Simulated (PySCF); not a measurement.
C6H7FSi, SMILES Fc1cccc([SiH3])c1 (GFN2-xTB optimised geometry):

```
15

F     -1.969    -2.258    -0.001
C     -1.313    -1.075     0.000
C     -2.049     0.096     0.000
C     -1.362     1.298     0.001
C      0.022     1.311     0.001
C      0.760     0.131     0.000
Si     2.650     0.135     0.007
C      0.067    -1.075     0.000
H     -3.126     0.056    -0.001
H     -1.913     2.227     0.001
H      0.542     2.258     0.001
H      3.119    -0.422     1.278
H      3.126    -0.691    -1.104
H      3.113     1.514    -0.146
H      0.595    -2.017    -0.001
```

Calculation: CAM-B3LYP/def2-TZVP (PySCF 2.14.0).

Q: What are the frontier orbital energies and the dipole moment?

A: HOMO-2 -10.47 eV, HOMO-1 -8.90 eV, HOMO -8.54 eV, LUMO 0.18 eV, LUMO+1 0.79 eV; dipole moment 1.44 D.

Meta-Löwdin charges at CAM-B3LYP/def2-TZVP: F1 -0.28, C2 0.30, C3 -0.15, C4 -0.10, C5 -0.12, C6 -0.21, Si7 0.52, C8 -0.15, H9 0.13, H10 0.12, H11 0.12, H12 -0.10, H13 -0.10, H14 -0.10, H15 0.13.
